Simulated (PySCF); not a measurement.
## Electric field gradients and quadrupole coupling constants

Species: C3H5F3S2.
SMILES with atom numbers: `[CH3:1][S:2][CH2:3][S:4][C:5]([F:6])([F:7])[F:8]` (hydrogens: H9, H10, H11 on C1; H12, H13 on C3)

Structure used (GFN2-xTB), in Å, numbered top down from 1:
```xyz
13
C3H5F3S2 angstrom
C      2.2164    0.6467   -0.2888
S      0.8349    0.7498    0.8799
C      0.0576   -0.8396    0.5251
S     -0.7242   -0.9686   -1.1336
C     -2.1871    0.0820   -0.8399
F     -3.0636   -0.0928   -1.8226
F     -1.8875    1.3775   -0.7922
F     -2.7951   -0.2246    0.3076
H      1.8225    0.4744   -1.2867
H      2.7307    1.6007   -0.2496
H      2.8875   -0.1548    0.0071
H     -0.7016   -1.0210    1.2812
H      0.8052   -1.6292    0.5335
```

Field gradients from the PBE0/pcSseg-1 density (PySCF, non-relativistic), principal values in atomic units, ordered |Vxx| ≤ |Vyy| ≤ |Vzz|:

| atom | Vxx | Vyy | Vzz |
| --- | --- | --- | --- |
| S2 | 0.6243 | 2.5275 | -3.1518 |
| S4 | 0.5789 | 2.5236 | -3.1025 |

**Question.** Find the asymmetry η = (Vxx − Vyy)/Vzz and the couplings χ = eQV/h (234.96 MHz × Q in barn × V in au), with Q(33S) = −0.0678 b.

**Answer.** 
| atom | environment | nucleus | η | χzz (MHz) | χxx (MHz) | χyy (MHz) |
| --- | --- | --- | --- | --- | --- | --- |
| S2 | sulfide sulfur | 33S | 0.60 | 50.21 | -9.95 | -40.26 |
| S4 | sulfide sulfur | 33S | 0.63 | 49.43 | -9.22 | -40.20 |

The tensor is traceless: Vxx + Vyy + Vzz = 0.

**Question.** What is Vzz at S2 in SI units (1 au = 9.71736 × 10²¹ V/m²)?

**Answer.** -3.1518 au = -30.627 × 10²¹ V/m².

**Question.** What couplings would deuterons (Q(2H) = 0.00286 b) have in place of the hydrogens, at this geometry?

**Answer.** 
```tsv
atom	bonded to	bond length (Å)	Vzz (au)	η	χzz (kHz)
H9	C1	1.087	0.3090	0.03	208
H10	C1	1.085	0.3183	0.05	214
H11	C1	1.086	0.3140	0.03	211
H12	C3	1.087	0.3061	0.03	206
H13	C3	1.087	0.3074	0.04	207
```

The structure is a single GFN2-xTB conformer in the gas phase; no vibrational or solvent corrections. GFN2-xTB bond lengths can be off by several hundredths of an ångström, more for odd bonds, and the gradients follow them. The basis is small and wasn't made for field gradients, so the couplings can be 20 % off.
